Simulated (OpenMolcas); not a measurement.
Sc2+ (d1) among equal point charges was computed by CASSCF with the d shell active (OpenMolcas, ANO-RCC-VDZP on the metal). Its lowest spin-free states, and all those of the highest spin:

| 2S+1 | Degeneracy | E (cm-1) |
| --- | --- | --- |
| 2 | 2 | 0.0 |
| 2 | 1 | 5226 |
| 2 | 1 | 15314 |
| 2 | 1 | 25851 |

Q: Is the site octahedral, tetrahedral or cube-like, axial, or of lower symmetry?

A: The states with 2S+1 = 2 have orbital degeneracies 2, 1, 1, 1. There are pairs but no triples, so the site is axial: not cubic, but with a proper or improper axis of order three or more. The run had Sc2+ among 6 point charges of -2 e arranged as a tetragonal octahedron (D4h), 2 Å from the ion, with the axial distance 2.320 Å. The active orbitals were held to one l.

An orbital doublet at a regular site is open to a Jahn-Teller distortion, which this geometry leaves out. Point charges carry no covalency, so the field is a model and not that of real ligands. No measured value stands beside these numbers.
